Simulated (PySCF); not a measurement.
A structure optimised at B3LYP-D3(BJ)/def2-SVP, used in a PySCF frequency run:

```xyz
9

Sn     0.1540    -0.6020     0.4351
N     -1.4123    -1.8729     0.1185
N      1.7495    -1.4359    -0.5270
Br    -0.2959     1.7121    -0.5365
H      0.4421    -0.4060     2.1098
H     -2.1667    -1.7375     0.7929
H     -1.8202    -1.7658    -0.8115
H      1.4432    -2.0130    -1.3122
H      2.3983    -0.7388    -0.8949
```
Charge 0, spin multiplicity 1.

Problem. Write its SMILES and formula.

Solution. [NH2][SnH]([NH2])[Br], BrH5N2Sn

Problem. What are its rotational constants (standard atomic weights)?

Solution. 4.1838, 1.1792, 1.0290 GHz
